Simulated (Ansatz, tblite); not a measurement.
Forces on the cluster Ga₃H₂ at its r2SCAN-D4/def2-SVP geometry. The state is a doublet with charge 0.

The xTB rows come from tblite. The structure comes from a short search, and lower isomers may exist.

GFN1-xTB (tblite), largest force 1.69 eV/Å:

```xyz
5
positions Å, forces eV/Å
Ga   -0.355    0.946    0.914   -0.113    0.013   -0.312
Ga   -1.161    0.978   -1.376   -0.955    0.804   -1.133
Ga    0.311   -0.909   -0.967   -0.205    0.255   -0.067
H     1.217   -2.214   -1.016    0.909   -1.287   -0.008
H    -0.012    1.199    2.445    0.365    0.216    1.519
```

GFN2-xTB (tblite), largest force 2.25 eV/Å:

```
Ga -0.091 0.182 0.105
Ga -1.277 1.076 -1.514
Ga 0.013 -0.118 -0.199
H 0.935 -1.283 0.080
H 0.420 0.143 1.528
```

r2SCAN-D4/def2-TZVP (Ansatz), largest force 0.04 eV/Å:

```
Ga 0.001 -0.003 0.000
Ga 0.024 -0.021 0.027
Ga 0.001 0.002 0.004
H -0.019 0.025 -0.002
H -0.007 -0.003 -0.029
```
